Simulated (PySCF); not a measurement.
CH6O3SSi, SMILES S[Si](OC)(O)O, PBE0/def2-SVP optimised geometry.

```
12

C     -0.95     0.85    -1.01
O     -1.03    -0.12     0.00
Si    -0.31    -1.61     0.00
O     -0.77    -2.33     1.41
O      1.34    -1.61     0.00
S     -0.91    -2.58    -1.80
H     -1.09     0.42    -2.01
H     -1.73     1.61    -0.83
H      0.03     1.36    -0.99
H     -1.67    -2.17     1.70
H      1.73    -1.59     0.88
H      0.18    -3.37    -1.82
```

Density from PBE0/def2-TZVP (PySCF 2.14.0) at that geometry.

Minimum of the electron density along straight lines between bonded atoms, close to the bond critical point (lines longer than 1.1 times the sum of covalent radii, or with two minima, are not listed):

```json
[
 {"bond": "C1–O2", "length / Å": "1.404", "ρ at the minimum / e bohr⁻³": "…", "∇²ρ there / e bohr⁻⁵": "…", "position (fraction from the first atom)": "0.34"},
 {"bond": "O2–Si3", "length / Å": "1.647", "ρ at the minimum / e bohr⁻³": "0.139", "∇²ρ there / e bohr⁻⁵": "0.81", "position (fraction from the first atom)": "0.59"},
 {"bond": "Si3–O4", "length / Å": "1.649", "ρ at the minimum / e bohr⁻³": "0.140", "∇²ρ there / e bohr⁻⁵": "0.81", "position (fraction from the first atom)": "0.41"},
 {"bond": "Si3–O5", "length / Å": "1.649", "ρ at the minimum / e bohr⁻³": "0.141", "∇²ρ there / e bohr⁻⁵": "0.80", "position (fraction from the first atom)": "0.41"},
 {"bond": "Si3–S6", "length / Å": "2.132", "ρ at the minimum / e bohr⁻³": "0.103", "∇²ρ there / e bohr⁻⁵": "0.09", "position (fraction from the first atom)": "0.36"},
 {"bond": "C1–H7", "length / Å": "1.104", "ρ at the minimum / e bohr⁻³": "0.278", "∇²ρ there / e bohr⁻⁵": "-0.96", "position (fraction from the first atom)": "0.65"},
 {"bond": "C1–H8", "length / Å": "1.100", "ρ at the minimum / e bohr⁻³": "0.280", "∇²ρ there / e bohr⁻⁵": "-0.98", "position (fraction from the first atom)": "0.65"},
 {"bond": "C1–H9", "length / Å": "1.104", "ρ at the minimum / e bohr⁻³": "0.278", "∇²ρ there / e bohr⁻⁵": "-0.96", "position (fraction from the first atom)": "0.65"},
 {"bond": "O4–H10", "length / Å": "0.962", "ρ at the minimum / e bohr⁻³": "0.354", "∇²ρ there / e bohr⁻⁵": "-2.43", "position (fraction from the first atom)": "0.81"},
 {"bond": "O5–H11", "length / Å": "0.963", "ρ at the minimum / e bohr⁻³": "0.353", "∇²ρ there / e bohr⁻⁵": "-2.41", "position (fraction from the first atom)": "0.81"},
 {"bond": "S6–H12", "length / Å": "1.350", "ρ at the minimum / e bohr⁻³": "…", "∇²ρ there / e bohr⁻⁵": "-0.59", "position (fraction from the first atom)": "0.65"}
]
```

Some entries are withheld; supply them.


- C1–O2, ρ at the minimum / e bohr⁻³: 0.257
- C1–O2, ∇²ρ there / e bohr⁻⁵: -0.45
- S6–H12, ρ at the minimum / e bohr⁻³: 0.210
